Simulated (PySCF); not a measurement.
**Os: excitation energy**

Os [Xe] 4f14 5d6 6s2 (5D) → Os [Xe] 4f14 5d6 6s1 6p1 (high-spin determinant), as a difference of total energies. All numbers are calculated (PySCF 2.14, a scalar-relativistic core potential, in aug-cc-pwCVDZ-PP with ECP60MDF (6s6p5d3f, 70 functions)). Correlated levels: valence: 5s2 5p6 frozen; valence and next inner shell: nothing frozen outside the core potential. The calculations carry no spin-orbit coupling.

```
                                method  excitation energy (eV)
                                   UHF                   1.421
                                   LDA                   3.413
                                   PBE                   3.098
                                  PBE0                   2.805
                                r2SCAN                   2.742
                                 HSE06                   2.854
                                 M06-L                   3.781
                         MP2 (valence)                   2.674
                     SCS-MP2 (valence)                   2.998
    MP2 (valence and next inner shell)                   2.869
SCS-MP2 (valence and next inner shell)                   3.079
```

Task: Estimate what TPSSh gives.

Result: 2.874 eV, closest to MP2 (valence and next inner shell) among the rows shown.

Task: Estimate what LC-wPBE gives.

Result: 2.394 eV, closest to MP2 (valence) among the rows shown.

The determinant of the upper state mixes LS terms, which raises its energy above the lowest term, most at the Hartree-Fock and MP2 levels.
